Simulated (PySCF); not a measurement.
## What settings do to a single point of [Dy(H2O)3]3+

The sound run of [Dy(H2O)3]3+ (singlet in the valence; each metal's 4f electrons, 9 of them, lie in its core potential, out of spins and levels) uses PySCF 2.14.0, RKS r2SCAN, Dy lcecp-1-SVP with ECP55, O def2-SVP, H def2-SVP; non-relativistic Hamiltonian with scalar-relativistic core potentials where named; density fitting; no spin-orbit coupling, grid (50, 194), threshold 1e-8 Eh and 55 cycles, at the relaxed geometry:

```xyz
10

Dy    0.0000    0.0000    0.0000
O     2.2598    0.0000    0.0000
H     2.8797    0.7542    0.1711
H     2.8797   -0.7543   -0.1711
O    -1.1299    1.9571    0.0000
H    -2.0930    2.1168    0.1711
H    -0.7866    2.8710   -0.1711
O    -1.1299   -1.9571    0.0000
H    -0.7867   -2.8710    0.1711
H    -2.0931   -2.1167   -0.1711
```

There Dy1 has a Mulliken charge of 1.96 e and the dipole about the centre of mass is 0.00 D. Each run below changes one thing and starts from free metal ions and neutral atoms unless it says otherwise; with 55 cycles, smearing, a level shift and second-order steps follow where DIIS fails, and their cycles count. Energy shifts count from the sound run. On f atoms grids over 110 angular points are at least (60, 302).

| change | outcome | cycles | energy shift (eV) | largest force component (eV/Å) | charge on Dy1 (e) | dipole about the centre of mass (D) |
| --- | --- | --- | --- | --- | --- | --- |
| start from the bare core Hamiltonian, limit 67 cycles | converged | 13 | 0.0000 | 0.01 | 1.96 | 0.00 |
| all coordinates × 1.12 | converged | 10 | 2.46 | 3.67 | 2.05 | 0.00 |
| threshold 1e-06 | converged | 8 | 0.0000 | 0.01 | 1.96 | 0.00 |

How does the run with this change end: spin (2S) set to 1, limit 69 cycles?

outcome refused.

Forces carry noise of the integration grid, about 0.01 to 0.03 eV/Å.

No frequency check is given that shows the relaxed geometry to be a minimum. An lcecp potential fixes the number of 4f electrons, so in runs with it no electron can move into or out of that shell.
